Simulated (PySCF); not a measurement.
C₄H₁₃NSi. Atoms are numbered in the order given.

```xyz
19

C     -2.8338    -0.2452     0.7191
C     -1.3604    -0.5958     0.5507
N     -0.7935     0.1026    -0.5938
C      0.6531    -0.0049    -0.8011
C      1.2224    -1.4338    -0.8408
Si     1.5708     1.1533     0.4115
H     -3.2658    -0.7530     1.5956
H     -2.9605     0.8415     0.8393
H     -3.4170    -0.5553    -0.1649
H     -0.8050    -0.2881     1.4527
H     -1.2517    -1.7011     0.4931
H     -1.2880    -0.1793    -1.4406
H      0.8529     0.4627    -1.7830
H      2.2855    -1.4296    -1.1299
H      1.1480    -1.9368     0.1367
H      0.6760    -2.0521    -1.5746
H      1.3561     0.7587     1.8357
H      3.0404     1.0888     0.1426
H      1.1054     2.5566     0.2252
```

The structure is a stationary point at B3LYP-D3(BJ)/def2-SVP. The structure was generated by enumeration; whether it is a known compound was not checked. The values are those of a single conformer.

These are PySCF with B3LYP/pcSseg-1 values and carry that method's errors.

GIAO shieldings, no solvent; atoms listed in one row are averaged. δ = σ(ref) − σ: ¹³C against TMS (σ = 181.3 ppm); ¹⁵N against NH3 (σ = 265.5 ppm); ²⁹Si against TMS (σ = 338.7 ppm); ¹H against TMS (σ = 31.68 ppm), references at their B3LYP-D3(BJ)/def2-TZVP geometries, non-relativistic.

| nucleus | atoms | count | δ (ppm) |
|---|---|---|---|
| ¹³C | C4 | 1 | 45.3 |
| ¹³C | C2 | 1 | 43.7 |
| ¹³C | C5 | 1 | 22.2 |
| ¹³C | C1 | 1 | 21.3 |
| ¹⁵N | N3 | 1 | 71.5 |
| ²⁹Si | Si6 | 1 | -68.2 |
| ¹H | H17, H18, H19 | 3 | 4.05 |
| ¹H | H11 | 1 | 3.16 |
| ¹H | H13 | 1 | 3.03 |
| ¹H | H10 | 1 | 2.68 |
| ¹H | H14, H15, H16 | 3 | 1.57 |
| ¹H | H7, H8, H9 | 3 | 1.43 |
| ¹H | H12 | 1 | 0.41 |
